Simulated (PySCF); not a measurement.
Geometry:
```
atom   x (Å)   y (Å)   z (Å)
  P1   3.007  -0.734  -0.331
  B2   1.275  -0.013  -0.555
  C3   0.095  -0.329   0.376
  C4  -1.299  -0.469  -0.228
  C5  -0.973   0.757   0.526
  H6   3.822   0.372  -0.695
  H7   3.177  -0.665   1.080
  H8   1.068   0.628  -1.564
  H9   0.263  -0.925   1.279
 H10  -1.387  -0.409  -1.316
 H11  -1.955  -1.209   0.237
 H12  -1.393   0.885   1.527
 H13  -0.828   1.690  -0.023
```

Geometry: PBE0-D3(BJ)/def2-SVP; GIAO shifts from PySCF, gas phase, non-relativistic, averaged over equivalent atoms.

At PBE0/aug-cc-pVDZ (191 basis functions, 27 s wall time on 1 thread of an Intel Xeon Platinum 8259CL, shared host):
```json
{"atoms": "P1", "δ (ppm)": "-179.7"}
{"atoms": "B2", "δ (ppm)": "84.9"}
{"atoms": "C3", "δ (ppm)": "16.9"}
{"atoms": "C4/C5", "δ (ppm)": "12.5"}
{"atoms": "H8", "δ (ppm)": "7.51"}
{"atoms": "H6/H7", "δ (ppm)": "3.22"}
{"atoms": "H11/H12", "δ (ppm)": "1.19"}
{"atoms": "H9", "δ (ppm)": "1.05"}
{"atoms": "H10/H13", "δ (ppm)": "0.99"}
```

Chemical shifts δ = σref − σ; H3PO4 for 31P (372.04 ppm); 11B (110.17 ppm) against BF3·OEt2; 13C (195.12 ppm) and 1H (31.39 ppm) against TMS, all at this level.

What do these become at WP04/pcSseg-2?

Results:


```tsv
atoms	δ at WP04/pcSseg-2	change
P1	-155.1	+24.6
B2	90.2	+5.3
C3	16.2	-0.7
C4/C5	15.0	+2.5
H8	6.35	-1.16
H6/H7	2.75	-0.47
H11/H12	1.13	-0.06
H9	0.87	-0.18
H10/H13	1.02	+0.03
```

Chemical shifts δ = σref − σ; 31P (287.76 ppm) against H3PO4; 11B (94.19 ppm) vs BF3·OEt2; 13C (172.10 ppm) and 1H (31.61 ppm) vs TMS, all at this level.

The largest change is at P1 (phosphorus bonded to B, 2 H). Cost: 299 basis functions.

A carbon bonded to boron is broadened by the quadrupolar boron nucleus and is often missing from a measured spectrum. Experimental scales use liquid or dissolved standards, which lie at an offset from isolated H3PO4.
